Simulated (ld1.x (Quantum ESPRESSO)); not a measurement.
# Er: excitation energies, all-electron against RRKJ

Er, norm-conserving RRKJ (Kleinman–Bylander form), made with ld1.x (Quantum ESPRESSO) 7.5 (LDA (PZ), scalar-relativistic). Core [Kr] 4d10 4f11, reference 5s2 5p6 5d1 6s2 6p0. Waves: 5p (bound): rc 1.95 bohr; 5d (bound): rc 2.40 bohr; 5s (bound): rc 1.75 bohr. Local part: the s channel. Core correction: none. rho0 = 0.005.

Occupied shells without a wave of their own: 6s. They enter only through the test configuration that unscreens the potential.

Energies are relative to the spin-unpolarised reference configuration 5s2 5p6 5d1 6s2 6p0; without spin polarisation the order of configurations can differ from experiment.

```tsv
valence configuration	charge	ΔE all-electron (eV)	error AE − PS (meV)
5s2 5p6 5d1 6s1 6p0	+1	7.258	-653
5s2 5p6 5d1 6s0 6p0	+2	20.308	-1694
5s2 5p6 5d0 6s0 6p0	+3	40.501	-2447
5s2 5p6 5d0 6s2 6p0	+1	5.840	-15
5s2 5p6 5d1 6s1.5 6p0	+0.5	2.938	-286
5s2 5p6 5d2 6s1 6p0	0	2.458	-454
```

(1) What are ΔE and the potential's error for 5s2 5p6 5d1 6s1 6p1?

Levels in the configuration 5s2 5p6 5d0 6s2 6p0:

| level | all-electron (eV) | pseudo (eV) |
| --- | --- | --- |
| 5s | -65.080 | -65.107 |
| 5p | -38.640 | -38.672 |
| 6s | -10.920 | -11.673 |

The potential misses its own reference levels by up to 0.5 eV.

## Answers

(1) ΔE = 3.267 eV all-electron; the error (AE − PS) is -527 meV.

The 6s level has no wave, so the channel is fitted at the deeper level alone: the likely source of the large errors.
